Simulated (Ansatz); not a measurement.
`N/C=N/[SiH2]N`, charge 0, multiplicity 1.

Question: Give a relaxed structure at PBE0-D4/def2-TZVP (the Gaussian-basis code of Ansatz). (Best estimate.)

Answer: The calculation gave: 
Z-matrix (Å, degrees):
```
Si
N 1 1.716
N 1 1.722 2 115.8
H 1 1.485 2 106.0 3 -119.8
H 1 1.497 2 107.0 3 121.7
H 2 1.008 1 119.1 3 73.7
H 2 1.008 1 119.7 3 -67.4
C 3 1.267 1 123.3 2 119.6
N 8 1.351 3 123.6 1 -179.2
H 8 1.103 3 124.2 1 0.2
H 9 1.002 8 121.2 3 -174.8
H 9 1.006 8 118.8 3 -4.3
```
This is one stationary point; other conformers may exist.
